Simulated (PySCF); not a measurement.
Trend along the alkaline earths: MBr molecules

PBE0 with double-zeta basis sets in PySCF, for the lowest determinant that a PBE0 search found; no spin–orbit coupling. De refers to high-spin ground-configuration atoms. A positive dipole means M(−)Br(+).

```csv
M,basis,state (unpaired electrons),Re (Å),ωe (cm⁻¹),De (eV),μ (D)
Be,def2-SVP,doublet (σ ↑),1.988,690,3.58,-0.72
Mg,cc-pVDZ/cc-pVDZ-PP,doublet (σ ↑),2.380,364,2.82,-3.34
Ca,def2-SVP,doublet (σ ↑),2.589,291,3.88,-4.45
Sr,def2-SVP,doublet (σ ↑),2.762,219,3.88,-4.86
```

The shortest bond is that of BeBr (1.988 Å), the longest that of SrBr (2.762 Å).

The rows differ in basis set, which adds steps of its own.

Relativity is treated differently too: Be no relativity; Mg scalar-relativistic core potentials; Ca no relativity; Sr scalar-relativistic core potentials.

Down a group bonds as a rule get longer and wavenumbers fall, partly through the reduced mass; this series shows no clear exception.

Spin–orbit coupling is left out. States were picked by a PBE0 search and need not be the measured ground states.
